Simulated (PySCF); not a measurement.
Trend along the third period: MBi cations

CCSD(T) with double-zeta basis sets in PySCF, for the lowest determinant that a PBE0 search found; no spin–orbit coupling. De refers to high-spin ground-configuration atoms (the charge goes to the atom of lower measured ionisation energy or higher electron affinity, which is not always the lowest computed limit).

```
 M                   basis  reference, frozen orbitals  charged atom  state (unpaired electrons)  Re (Å)  ωe (cm⁻¹)  De (eV)
Na                def2-SVP                      UHF, 5           Na+         quartet (σ ↑, π ↑↑)   3.501       92.1      n/a
Mg                def2-SVP                     ROHF, 5           Bi+              triplet (π ↑↑)   2.905        209      n/a
Al  cc-pV(D+d)Z/cc-pVDZ-PP                      UHF, 9           Al+         quartet (σ ↑, π ↑↑)   3.018        142      n/a
Si                def2-SVP                      UHF, 9           Bi+              triplet (π ↑↑)   2.647        305      n/a
Cl                def2-SVP                      UHF, 9           Bi+               doublet (π ↑)   2.391        390      n/a
```

The shortest bond is that of BiCl⁺ (2.391 Å), the longest that of NaBi⁺ (3.501 Å).

The rows differ in basis set, which adds steps of its own.

The state changes along the series, so neighbouring rows are not always alike in their bonding.

Correlated steps freeze the inner cores (5 to 9 orbitals); shallow outer-core shells are correlated. UHF and ROHF references stand side by side, which adds small steps between rows. These are scalar-relativistic numbers at best; spin–orbit coupling would shift them, the dissociation energy most. States were picked by a PBE0 search and need not be the measured ground states.
